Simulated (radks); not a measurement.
The numbers below are computed, except where a source is named.
Coulomb parameter of the 3d shell of neutral scandium in the model configuration [Ar] 3d2 4s1, as a second difference U = [E(n + 0.25) + E(n - 0.25) - 2 E(n)] / (0.25)^2 with all orbitals relaxed. "Bare": the charge of the atom changes with n. "Screened": the 4s shell takes up the change at fixed total charge, which measures U(3d,3d) + U(4s,4s) - 2 U(3d,4s). Code: a radial shooting solver on a logarithmic mesh with Libxc functionals. Model: scalar-relativistic Kohn-Sham, BLYP, spin-unpolarised, spherical densities, finite nucleus; Fermi nuclear charge, rms radius 3.5459 fm.

| case | configuration | E - E(n) (eV) |
|---|---|---|
| start | [Ar] 3d2 4s1 | 0.000 |
| bare +0.25 | [Ar] 3d2.25 4s1 | -0.155 |
| bare -0.25 | [Ar] 3d1.75 4s1 | 0.516 |
| screened +0.25 | [Ar] 3d2.25 4s0.75 | 0.573 |
| screened -0.25 | [Ar] 3d1.75 4s1.25 | -0.527 |

U(bare) = 5.773 eV, U(screened by 4s) = 0.736 eV, against the Slater integral F0(3d,3d) = 11.267 eV with frozen orbitals. The step up makes a negative ion, whose loosely bound charge lowers the bare value.
